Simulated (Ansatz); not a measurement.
Gas-phase electronic energies from Ansatz, PBE0-D4/def2-TZVP geometries. CCSD(T)/CBS adds triple-zeta CCSD(T) − MP2 to the extrapolated MP2 energy (def2 sets, frozen cores). DFT in def2-TZVPP. For Ge outer-core shells are correlated without core-valence functions, which leaves a few kJ/mol of doubt a bond. Scalar relativity is left out up to krypton. One conformer a species, not always the lowest.

`B[CH2][GeH3]` + `C[Si](O)(O)O` → `BO[Si](C)(O)O` + `[CH3][GeH3]`  (ligand exchange at a B–C bond)

```csv
level,ΔE (kJ/mol)
r2SCAN-D4,-113.6
ωB97X-V,-116.7
ωB97M-V,-115.4
CCSD/def2-TZVPP,-116.7
```

Task: What does CCSD(T)/CBS give? (Best estimate.)

Result: The calculation gave: -112.9 kJ/mol. The listed levels differ from it by -0.7, -3.8, -2.5, -3.8 kJ/mol.

Largest T1 diagnostic among the species: 0.012.

In def2-TZVPP, CCSD(T) changes the Hartree–Fock value by +13.6 kJ/mol (the triples alone add +1.2 kJ/mol) and MP2 by +15.5 kJ/mol.
